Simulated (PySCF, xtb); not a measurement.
AlGeH₅O₂S, SMILES [OH][Al]([OH])[S][GeH3].

xtb 6.7.1 with GFN2-xTB at its own geometry gives an orbital gap of 3.41 eV and a dipole moment of 3.16 D.

The structure is a stationary point at B3LYP-D3(BJ)/def2-SVP. The structure was generated by enumeration; whether it is a known compound was not checked. The values are those of a single conformer.

### Question
What does PBE/def2-TZVP in PySCF give? (The exact figures need the calculation; the answer reports its results.)

### Answer
gap 4.78 eV (levels -6.22 and -1.44 eV), dipole 0.90 D.
